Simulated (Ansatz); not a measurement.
Molecule: trichloro(methyl)germane, CH₃Cl₃Ge, charge 0, multiplicity 1. SMILES: [CH3][Ge]([Cl])([Cl])[Cl]
Coordinates optimised at B3LYP-D3(BJ)/def2-TZVP (Ansatz, a first-principles code):
```
Ge
C 1 1.9387
H 2 1.0883 1 108.78
H 2 1.0883 3 110.15 1 119.14
H 2 1.0883 3 110.15 4 121.71
Cl 1 2.1538 2 111.25 3 -60.00
Cl 1 2.1538 2 111.25 3 -180.00
Cl 1 2.1538 2 111.25 3 60.00
```
Charge 0, spin multiplicity 1.

Wanted: atomisation energy (electronic, to ground-state atoms), in kcal/mol. Cores are frozen in the correlated levels unless marked. Open shells are spin-unrestricted. Spin-orbit coupling is left out. The frozen core is the preceding noble-gas configuration, with the filled d and f shells of earlier blocks. Non-relativistic. The coupled-cluster limit lacks core correlation, which all-electron functionals hold. Basis-set limits of correlation are two-point, X^-3; Hartree-Fock from the larger set.

```
level                                        program  atomisation energy (kcal/mol)  minus last row
------------------------------------  --------------  -----------------------------  --------------
HF/def2-SVP                                   Ansatz                          469.1          -166.9
r2SCAN-D4/def2-TZVPD                  Ansatz + dftd4                          639.2             3.2
B97M-V/def2-TZVPD                             Ansatz                          642.8             6.8
B3LYP-D4/def2-TZVPD                   Ansatz + dftd4                          624.7           -11.3
PBE0-D4/def2-TZVPD                    Ansatz + dftd4                          636.3             0.3
HSE06-D4/def2-TZVPD                   Ansatz + dftd4                          636.8             0.8
CAM-B3LYP-D4/def2-TZVPD               Ansatz + dftd4                          626.3            -9.7
LC-wPBE/def2-TZVPD                            Ansatz                          624.8           -11.2
B2GP-PLYP-D4/def2-TZVPD               Ansatz + dftd4                          624.3           -11.7
CCSD(T)/CBS(def2-TZVPPD,def2-QZVPPD)          Ansatz                          636.0             0.0
```
